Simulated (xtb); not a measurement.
bromotrifluoromethane (CBrF3), singlet, at a GFN2-xTB geometry; GFN0-xTB (xtb).

Input for xtb:
```
$ xtb mol.xyz --gfn 0 --hess --json

# file mol.xyz
5

F     -1.25521109    -0.59016274    -1.10733380
C     -0.81788382     0.01960982    -0.02293889
F     -1.31527921    -0.58708967     1.03701563
F     -1.24067541     1.26863000    -0.03657222
Br     1.12022270    -0.02685878     0.03141848
```

It wrote (shortened):

```
   ID    Z sym.   atoms
    1    9 F      1, 3, 4
    2    6 C      2
    3   35 Br     5

           -------------------------------------------------
          |                Calculation Setup                |
           -------------------------------------------------

           -------------------------------------------------
          |                 G F N 0 - x T B                 |
           -------------------------------------------------

          ...................................................
          :                      SETUP                      :
          :.................................................:
          :  # basis functions                  26          :
          :  # atomic orbitals                  25          :
          :  # shells                           11          :
          :  # electrons                        32          :
          :  electronic temp.          300.0000000     K    :
          :  accuracy                    1.0000000          :
          :  -> integral cutoff          0.2500000E+02      :
          :  -> integral neglect         0.1000000E-07      :
          ...................................................

         :::::::::::::::::::::::::::::::::::::::::::::::::::::
         ::                     SUMMARY                     ::
         :::::::::::::::::::::::::::::::::::::::::::::::::::::
         :: total energy             -17.364590296475 Eh    ::
         :: gradient norm              0.030949863545 Eh/a0 ::
         :: HOMO-LUMO gap              5.156739805112 eV    ::
         ::.................................................::
         :: H0 energy                -17.305450518745 Eh    ::
         :: repulsion energy           0.058144772189 Eh    ::
         :: electrostat energy        -0.083349061194 Eh    ::
         :: -> Gsolv                   0.000000000000 Eh    ::
         ::    -> Gsasa                0.000000000000 Eh    ::
         ::    -> Gshift               0.000000000000 Eh    ::
         :: dispersion energy         -0.001062006232 Eh    ::
         :: short-range corr.         -0.032873482493 Eh    ::
         :: add. restraining           0.000000000000 Eh    ::
         :: total charge               0.000000000000 e     ::
         :::::::::::::::::::::::::::::::::::::::::::::::::::::

           -------------------------------------------------
          |                Numerical Hessian                |
           -------------------------------------------------
step length          :   0.00500
SCC accuracy         :   0.30000
Hessian scale factor :   1.00000
frozen atoms in %    :   0.00000    0
RMS gradient         :   0.03095 !! INCOMPLETELY OPTIMIZED GEOMETRY !!
estimated CPU  time      0.00 min

writing file <hessian>.

 projected vibrational frequencies (cm⁻¹)
eigval :       -0.00    -0.00     0.00     0.00     0.00     0.00
eigval :      249.97   249.97   322.82   420.66   420.66   516.53
eigval :      968.12  1115.97  1115.97
           -------------------------------------------------
          |                Property Printout                |
           -------------------------------------------------

    * Orbital Energies and Occupations

         #    Occupation            Energy/Eh            Energy/eV
      -------------------------------------------------------------
         1        2.0000           -0.8348616             -22.7177
       ...           ...                  ...                  ...
         4        2.0000           -0.7326770             -19.9372
         5        2.0000           -0.5246940             -14.2777
         6        2.0000           -0.4989136             -13.5761
         7        2.0000           -0.4853864             -13.2080
         8        2.0000           -0.4853864             -13.2080
         9        2.0000           -0.4438598             -12.0780
        10        2.0000           -0.4438598             -12.0780
[...]
 Raman intensities (Ä⁴*amu⁻¹)
   1:  0.00   2:  0.00   3:  0.00   4:  0.00   5:  0.00   6:  0.00   7:  0.00   8:  0.00
   9:  0.00  10:  0.00  11:  0.00  12:  0.00  13:  0.00  14:  0.00  15:  0.00
 output can be read by thermo (or use thermo option).
 writing <g98.out> molden fake output.
 recommended (thermochemical) frequency scaling factor: 1.0
           -------------------------------------------------
          |             Thermodynamic Functions             |
           -------------------------------------------------

c3v symmetry found (for desy threshold:  0.10E+00) used in thermo

          ...................................................
          :                      SETUP                      :
          :.................................................:
          :  # frequencies                           9      :
          :  # imaginary freq.                       0      :
          :  linear?                             false      :
          :  only rotor calc.                    false      :
          :  symmetry                              c3v      :
          :  rotational number                       3      :
          :  scaling factor                  1.0000000      :
          :  rotor cutoff                   50.0000000 cm⁻¹ :
          :  imag. cutoff                  -20.0000000 cm⁻¹ :
          :.................................................:

    mode    ω/cm⁻¹     T·S(HO)/kcal·mol⁻¹    T·S(FR)/kcal·mol⁻¹   T·S(vib)
   ------------------------------------------------------------------------
       1    249.97    -0.51604 ( 99.84%)    -0.57970 (  0.16%)    -0.51614
       2    249.97    -0.51604 ( 99.84%)    -0.57970 (  0.16%)    -0.51614
   ------------------------------------------------------------------------

   temp. (K)  partition function   enthalpy   heat capacity  entropy
                                   cal/mol     cal/K/mol   cal/K/mol   J/K/mol
 298.15  VIB   3.80                 1409.221     10.163      7.379
         ROT  0.581E+05              888.752      2.981     24.780
         INT  0.221E+06             2297.973     13.144     32.160
         TR   0.176E+28             1481.254      4.968     40.886
         TOT                        3779.2269    18.1124    73.0459   305.6241

       T/K    H(0)-H(T)+PV         H(T)/Eh          T*S/Eh         G(T)/Eh
   ------------------------------------------------------------------------
    298.15    0.602258E-02    0.182806E-01    0.347065E-01   -0.164259E-01
   ------------------------------------------------------------------------

         :::::::::::::::::::::::::::::::::::::::::::::::::::::
         ::                  THERMODYNAMIC                  ::
         :::::::::::::::::::::::::::::::::::::::::::::::::::::
         :: total free energy         -17.381016157059 Eh   ::
         ::.................................................::
         :: total energy              -17.364590296475 Eh   ::
         :: zero point energy           0.012258024793 Eh   ::
         :: G(RRHO) w/o ZPVE           -0.028683885377 Eh   ::
         :: G(RRHO) contrib.           -0.016425860585 Eh   ::
         :::::::::::::::::::::::::::::::::::::::::::::::::::::

           -------------------------------------------------
          | TOTAL ENERGY              -17.364590296475 Eh   |
          | TOTAL ENTHALPY            -17.346309690260 Eh   |
          | TOTAL FREE ENERGY         -17.381016157059 Eh   |
          | GRADIENT NORM               0.030949863545 Eh/α |
          | HOMO-LUMO GAP               5.156739805112 eV   |
           -------------------------------------------------
########################################################################
[WARNING] Runtime exception occurred
-1- hessian_numhess: Hessian on incompletely optimized geometry!
########################################################################

normal termination of xtb
```
